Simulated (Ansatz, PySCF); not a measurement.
Hf(F)3(NH2) (F3H2HfN), SMILES [NH2][Hf]([F])([F])[F], multiplicity 1. Atoms are numbered in the order given.

```xyz
7

Hf     0.0246     0.0108     0.0000
F      0.4523     0.9403     1.6168
F      0.4523     0.9403    -1.6168
F      0.9365    -1.6751     0.0000
N     -1.9667    -0.3086     0.0000
H     -2.5519    -0.4249     0.8250
H     -2.5519    -0.4249    -0.8250
```

The structure is a stationary point at PBE0-D3(BJ)/def2-SVP. The spin state was assumed, not searched. The structure was generated by enumeration; whether it is a known compound was not checked. The def2 effective core potentials stand for the cores of Hf; spin–orbit coupling is left out. Other conformers were not sampled.

Two levels are set side by side: PBE-D3(BJ)/def2-SVP (Ansatz, an electronic-structure program) and PBE0-D3(BJ)/def2-SVP (Ansatz). Each level has its own optimised geometry; the coordinates shown are those of the second. Frequencies come from the Hessian of PySCF at each geometry. Differences are taken from unrounded values.

```
quantity                            PBE0-D3(BJ)  PBE-D3(BJ)  PBE-D3(BJ) minus PBE0-D3(BJ)
----------------------------------  -----------  ----------  ----------------------------
mean bond length (Å)                      1.633       1.643                         0.010
bond Hf1–F2 (Å)                           1.913       1.924                         0.011
bond Hf1–F3 (Å)                           1.913       1.924                         0.011
bond Hf1–F4 (Å)                           1.917       1.928                         0.011
bond Hf1–N5 (Å)                           2.017       2.028                         0.012
bond N5–H6 (Å)                            1.018       1.027                         0.009
bond N5–H7 (Å)                            1.018       1.027                         0.009
highest harmonic wavenumber (cm⁻¹)         3661        3544                          -116
mean harmonic wavenumber (cm⁻¹)             882         853                           -29
zero-point energy (kcal/mol)              18.91       18.30                         -0.62
```

GGA bonds tend to be longer and softer than those of functionals with exact exchange. Differences between two approximate levels are no errors against the true value.
